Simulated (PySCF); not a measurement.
ScF₄⁻, singlet: structure and spectrum

Level of theory: PySCF, PBE0, basis Sc def2-SVPD, F def2-SVPD (no relativity, density fitting).

The structure is a minimum.

```xyz
5
charge -1 multiplicity 1, angstrom
Sc    0.0000    0.0000    0.0000
F     1.0998    1.0998    1.0998
F    -1.0998    1.0998   -1.0998
F     1.0998   -1.0998   -1.0998
F    -1.0998   -1.0998    1.0998
```

| Quantity | Value |
| --- | --- |
| Point group | Td |
| Bond lengths | Sc–F 1.905 Å (×4) |
| Bond angles | F–Sc–F 109.5° (×6) |
| Rotational constants | 0.09171, 0.09171, 0.09171 cm⁻¹ |
| Highest occupied level | -5.65 eV |
| Heat capacity Cp at 298.15 K | 90.1 J/(mol K) |
| Rotational symmetry number | 12 |
| Dipole moment about the centre of mass | 0.00 D |
| Principal quadrupole moments (Buckingham, traceless) about the centre of mass | 0.00, 0.00, 0.00 D Å |
| Lowest empty level | 3.56 eV |
| Principal polarisabilities | 36.2, 36.2, 36.2 bohr³ |
| Entropy at 298.15 K and 1 bar | 322.8 J/(mol K) |
| Zero-point energy | 19.1 kJ/mol |
| Enthalpy at 298.15 K above 0 K | 19.84 kJ/mol |

Harmonic modes (masses in u: Sc 44.956, F 18.998):
| symmetry | ω (cm⁻¹) | IR (km/mol, summed over degenerate members) |
| --- | --- | --- |
| e | 137 | 0.0 |
| t2 | 175 | 76.9 |
| a1 | 562 | 0.0 |
| t2 | 611 | 786 |

In Td the vibrations span e + 2t2 + a1. The a1, e modes carry no infrared intensity, as symmetry demands.

Charges (e); Mulliken and Löwdin values are unreliable with diffuse functions:
```
    atom  Mulliken  Löwdin  polar tensor  Mayer order to Sc1
     Sc1      1.99    1.29          2.36                   –
F2,3,4,5     -0.75   -0.57         -0.84                0.44
```

Mulliken populations on Sc1: s 5.98, p 11.97, d 0.96, f 0.10.

Outer orbital energies (eV). occupied: -6.36, -6.36, -5.96, -5.96, -5.96, -5.65, -5.65, -5.65; empty: 3.56, 4.43, 4.43, 4.43.

Formally Sc is in oxidation state +3, d0. The polar-tensor charge on Sc, 2.36, is below the formal one.

Stability towards spin polarisation was not tested. Only a few start shapes were tried, so a lower isomer may exist. The lowest empty level of this anion is unbound, so it and the gap depend on the basis.

The final relaxation and frequency run took 19 s on 4 threads of a shared Arm Neoverse V2 host, with 126 basis functions and 8 gradients; the process peaked at 1.6 GiB.
